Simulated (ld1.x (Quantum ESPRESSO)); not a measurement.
# Plane-wave convergence, TM potential for niobium

- Element: Nb
- Generator: ld1.x (Quantum ESPRESSO) 7.5
- Type: norm-conserving Troullier–Martins (Kleinman–Bylander form)
- Functional: PBE
- Relativity: scalar-relativistic
- Frozen core: [Ar] 3d10
- Valence charge: 13
- Reference configuration: 4s2 4p6 4d3.5 5s0 5p0 (charge +1.5)
- Partial waves: 4s (bound): rc 1.50 bohr; 4d (bound): rc 1.65 bohr; 4p (bound): rc 1.45 bohr
- Local potential: the p channel
- Core correction: a·sin(br)/r model core, default radius (core density twice the valence density)

The pseudo-atom Hamiltonian at the reference potential is diagonalised in spherical Bessel functions j_l(qr) that vanish at 20 bohr, with q² up to the cutoff. All-electron valence levels (Ry): 4s -5.1494, 5s -0.9562, 4d -1.0259, 4p -3.3918, 5p -0.6481.

**Question.** How do the lowest levels (Ry) of each channel move with the cutoff, and are there ghosts?

**Answer.**

```json
{"cutoff (Ry)": "8", "s #1": "-4.8494", "s #2": "-0.9341", "d #1": "-0.7185", "d #2": "-0.2503", "p #1": "-2.9374", "p #2": "-0.5842", "p #3": "-0.2307", "f #1": "-0.1699", "Σ f·Δε (mRy)": "4402.9"}
{"cutoff (Ry)": "12", "s #1": "-4.8828", "s #2": "-0.9362", "d #1": "-0.8518", "d #2": "-0.2732", "p #1": "-3.2662", "p #2": "-0.6294", "p #3": "-0.2439", "f #1": "-0.1703", "Σ f·Δε (mRy)": "1896.5"}
{"cutoff (Ry)": "18", "s #1": "-5.0202", "s #2": "-0.9483", "d #1": "-0.9636", "d #2": "-0.2896", "p #1": "-3.3542", "p #2": "-0.6464", "p #3": "-0.2490", "f #1": "-0.1704", "Σ f·Δε (mRy)": "702.8"}
{"cutoff (Ry)": "25", "s #1": "-5.1039", "s #2": "-0.9597", "d #1": "-1.0046", "d #2": "-0.2953", "p #1": "-3.3575", "p #2": "-0.6473", "p #3": "-0.2493", "f #1": "-0.1705", "Σ f·Δε (mRy)": "371.8"}
{"cutoff (Ry)": "35", "s #1": "-5.1354", "s #2": "-0.9655", "d #1": "-1.0233", "d #2": "-0.2982", "p #1": "-3.3768", "p #2": "-0.6486", "p #3": "-0.2497", "f #1": "-0.1705", "Σ f·Δε (mRy)": "127.6"}
{"cutoff (Ry)": "45", "s #1": "-5.1366", "s #2": "-0.9657", "d #1": "-1.0257", "d #2": "-0.2986", "p #1": "-3.3883", "p #2": "-0.6499", "p #3": "-0.2500", "f #1": "-0.1705", "Σ f·Δε (mRy)": "47.9"}
{"cutoff (Ry)": "55", "s #1": "-5.1430", "s #2": "-0.9663", "d #1": "-1.0258", "d #2": "-0.2986", "p #1": "-3.3906", "p #2": "-0.6503", "p #3": "-0.2501", "f #1": "-0.1705", "Σ f·Δε (mRy)": "20.4"}
{"cutoff (Ry)": "70", "s #1": "-5.1483", "s #2": "-0.9670", "d #1": "-1.0259", "d #2": "-0.2986", "p #1": "-3.3908", "p #2": "-0.6503", "p #3": "-0.2501", "f #1": "-0.1705", "Σ f·Δε (mRy)": "8.5"}
{"cutoff (Ry)": "90", "s #1": "-5.1489", "s #2": "-0.9671", "d #1": "-1.0259", "d #2": "-0.2987", "p #1": "-3.3915", "p #2": "-0.6504", "p #3": "-0.2501", "f #1": "-0.1705", "Σ f·Δε (mRy)": "3.1"}
{"cutoff (Ry)": "110", "s #1": "-5.1492", "s #2": "-0.9671", "d #1": "-1.0259", "d #2": "-0.2987", "p #1": "-3.3918", "p #2": "-0.6504", "p #3": "-0.2502", "f #1": "-0.1705", "Σ f·Δε (mRy)": "0.7"}
{"cutoff (Ry)": "140", "s #1": "-5.1494", "s #2": "-0.9672", "d #1": "-1.0259", "d #2": "-0.2987", "p #1": "-3.3918", "p #2": "-0.6504", "p #3": "-0.2502", "f #1": "-0.1705", "Σ f·Δε (mRy)": "0.2"}
{"cutoff (Ry)": "400", "s #1": "-5.1494", "s #2": "-0.9672", "d #1": "-1.0259", "d #2": "-0.2987", "p #1": "-3.3918", "p #2": "-0.6504", "p #3": "-0.2502", "f #1": "-0.1705", "Σ f·Δε (mRy)": "0.0"}
```

Result: no extra level below or beside the all-electron valence levels (s, d, p, f tested); 10 mRy is reached at 70 Ry and 1 mRy at 110 Ry.
